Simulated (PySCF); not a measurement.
**Working with the constants of HI⁺**

UHF-CCSD(T) constants of HI⁺, ²Π (doublet), unpaired electrons π ↑ (H cc-pVTZ, I cc-pVTZ-PP with ECP28; scalar-relativistic core potentials (PySCF 2.14); masses 1.0078 and 126.9045 u):

* ωe: 2235.1 cm⁻¹
* ωexe: 39.9 cm⁻¹
* Be: 6.3285 cm⁻¹
* αe: 0.168 cm⁻¹
* De to H + I⁺: 3.29 eV

Question: What force constant and bond length do these constants imply?

Answer: Reduced mass μred = 0.99988 u; k = 5.8918×10⁻⁷·μred·ωe² (u, cm⁻¹, mdyn/Å) = 2.94 mdyn/Å; Re = √(16.8576/(μred·Be)) (u, cm⁻¹, Å) = 1.632 Å.

Question: Estimate the centrifugal constant D from the Kratzer relation and find the Dunham coefficient a1.

Answer: D = 4Be³/ωe² = 0.000203 cm⁻¹; a1 = −1 − αeωe/(6Be²) = -2.56.

Correlated steps freeze 4 core orbitals. Spin–orbit coupling is left out, which matters for elements this heavy, above all for dissociation energies. For an ion De counts to the pair picked by the measured ionisation energies or electron affinities, which need not be the lowest pair at this level. The state was picked by a PBE0 search and need not be the measured ground state.
